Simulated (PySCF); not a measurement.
## Krypton: a sound run and one with changed settings

Sound run: Kr [Kr], Kr⁺ [Ar] 3d10 4s2 4p5. All numbers are calculated (PySCF 2.14, the spin-free X2C one-electron Hamiltonian (Gaussian nucleus), in cc-pVDZ-DK). In the sound run the correlated levels freeze [Ar] 3d10. The sound run starts from symmetry-adapted Hartree-Fock orbitals and uses a fine grid where one is needed.

A second run was set up differently.

| species | method | sound run (hartree) | changed run (hartree) | converged |
| --- | --- | --- | --- | --- |
| Kr | UHF | -2788.05276 | -2788.05276 | yes |
| Kr | LDA | -2786.01850 | -2786.01850 | yes |
| Kr | PBE0 | -2789.60585 | -2789.60585 | yes |
| Kr | MP2 | -2788.17040 | -2788.16268 | yes |
| Kr | CCSD(T) | -2788.18102 | -2788.18102 | yes |
| Kr⁺ | UHF | -2787.56926 | -2787.56926 | yes |
| Kr⁺ | LDA | -2785.49217 | -2785.49217 | yes |
| Kr⁺ | PBE0 | -2789.08691 | -2789.08691 | yes |
| Kr⁺ | MP2 | -2787.66295 | -2787.65678 | yes |
| Kr⁺ | CCSD(T) | -2787.67757 | -2787.67757 | yes |

Ionisation energy of Kr:

```tsv
method	sound run (eV)	changed run (eV)
UHF	13.157	13.157
LDA	14.322	14.322
PBE0	14.121	14.121
MP2	13.808	13.766
SCS-MP2	13.731	13.695
CCSD	13.700	13.700
CCSD(T)	13.700	13.700
```

(1) What was changed?
A. all electrons correlated in a valence basis
B. level shift left on
C. a valence shell is frozen
D. radial grid too coarse

Results:

(1) B. It used initial guess 1e, at most 50 SCF cycles, level shift 0.1 hartree. A level shift leaves the converged SCF energy unchanged but raises the virtual orbital energies, which shrinks MP2 if it is not removed.
